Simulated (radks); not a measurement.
Problem. Neutral lanthanum, configuration [Xe] 5d1 6s2. Method: Dirac Kohn-Sham, BLYP, spin-unpolarised, spherical densities, point nucleus; open shells are shared between the two j in proportion to 2j + 1; computed with a radial shooting solver on a logarithmic mesh with Libxc functionals. Some entries of the table are withheld. Estimate them.

orbital,occ.,eigenvalue (hartree),<r^2> (bohr^2),<r> (bohr)
1s1/2,2,-1423.108,0.0008536,0.02507
2s1/2,2,(1),0.01356,0.1070
2p1/2,2,(2),0.009958,(3)
2p3/2,4,(4),0.01122,(5)
3s1/2,2,-48.41789,0.09287,0.2849
3p1/2,2,-42.98973,0.08771,0.2747
3p3/2,4,-40.03023,0.09535,0.2868
3d3/2,4,-30.52005,(6),0.2577
3d5/2,6,-29.88680,(7),0.2615
4s1/2,2,-9.76486,0.4830,0.6542
4p1/2,2,-7.76835,0.5177,0.6747
4p3/2,4,-7.13764,0.5599,0.7017
4d3/2,4,-3.86541,(8),0.7623
4d5/2,6,-3.75599,(9),0.7720
5s1/2,2,-1.42046,2.722,1.556
5p1/2,2,-0.87787,3.472,1.750
5p3/2,4,-0.78507,3.807,1.832
6s1/2,2,-0.12935,22.19,4.422
5d3/2,0.4,-0.11050,10.68,2.974
5d5/2,0.6,-0.10365,11.20,3.043
6p1/2,0,-0.04841,40.66,5.936
6p3/2,0,-0.04230,45.33,6.265

Solution. 
(1) 2s1/2 eigenvalue (hartree): -226.4458
(2) 2p1/2 eigenvalue (hartree): -213.5692
(3) 2p1/2 <r> (bohr): 0.08990
(4) 2p3/2 eigenvalue (hartree): -198.3803
(5) 2p3/2 <r> (bohr): 0.09600
(6) 3d3/2 <r^2> (bohr^2): 0.07847
(7) 3d5/2 <r^2> (bohr^2): 0.08064
(8) 4d3/2 <r^2> (bohr^2): 0.6742
(9) 4d5/2 <r^2> (bohr^2): 0.6913
